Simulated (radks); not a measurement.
Values are calculated unless marked as measured or tabulated.
Species: V12+. Configuration: [Ne] 3s1.

Level of theory: scalar-relativistic Kohn-Sham, PBE, spin-polarised, spherical densities, finite nucleus; open shells are filled with parallel spins first; Fermi nuclear charge, rms radius 3.6002 fm (a radial shooting solver on a logarithmic mesh with Libxc functionals).

Energy parts (eV):
| part | energy |
|---|---|
| total | -24211.759 |
| kinetic | 24458.592 |
| electron-nucleus | -53705.509 |
| Hartree | 6021.451 |
| exchange-correlation | -986.294 |

Orbitals (lengths in bohr, moments of r in powers of bohr):
orbital  occ.  eigenvalue (eV)     <r^2>
1s up       1        -5699.594  0.005929
1s down     1        -5698.908  0.005929
2s up       1        -917.3172    0.1092
2s down     1        -916.2687    0.1090
2p up       3        -820.6629   0.08906
2p down     3        -819.7164   0.08885
3s up       1        -325.3670    0.7183
3s down     0        -319.2584    0.7107

The highest occupied level is 3s up at -325.37 eV. Summed over all electrons, <r^2> = 1.482 bohr^2, which gives a Langevin (diamagnetic) susceptibility term of -1.17 x 10^-6 cm^3/mol. The spin density at the nucleus is 86.00 e/bohr^3 (1s 0.72, 2s -0.33, 3s 85.61). For comparison, the ionisation energy in NIST's Atomic Spectra Database is 336.27 eV (semi-empirical). In exact Kohn-Sham theory the highest level is minus the ionisation energy, but local and semilocal functionals leave it too shallow, through self-interaction and a potential that decays too fast; potentials with the right tail come closer.
